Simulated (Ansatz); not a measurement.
Consider the substitution at a C–B bond: `CB(O)SCO` + `[OH][Mg][SH]` → `C[S][Mg][OH]` + `OBSCO`.

Program: Ansatz. Geometries: PBE0-D4/def2-TZVP. ΔE: electronic, gas phase. CCSD(T)/CBS is the MP2 limit (def2-TZVPP, def2-QZVPP) plus CCSD(T) − MP2 in def2-TZVPP, frozen cores. Functionals use def2-TZVPP. For Mg outer-core shells are correlated without core-valence functions, which leaves a few kJ/mol of doubt a bond. Each species was taken in one conformer, which may not be the lowest.

```csv
level,ΔE (kcal/mol)
PBE,17.8
PBE0,18.4
```

Problem. What does CCSD(T)/CBS give? (Estimate.)

Solution. The calculation gave: +18.7 kcal/mol. The listed levels differ from it by -0.9, -0.3 kcal/mol.

Largest T1 diagnostic among the species: 0.013.

The D4 term adds +0.7 kcal/mol with B3LYP and +0.5 kcal/mol with PBE0; it sums over pairs of atoms, weighted by their polarisabilities, and B3LYP, whose exchange is more repulsive, gets the larger term. In def2-TZVPP, CCSD(T) changes the Hartree–Fock value by +2.0 kcal/mol (the triples alone add +0.0 kcal/mol) and MP2 by +2.0 kcal/mol.

B3LYP here is the variant with VWN-RPA as its local correlation; programs differ in this.
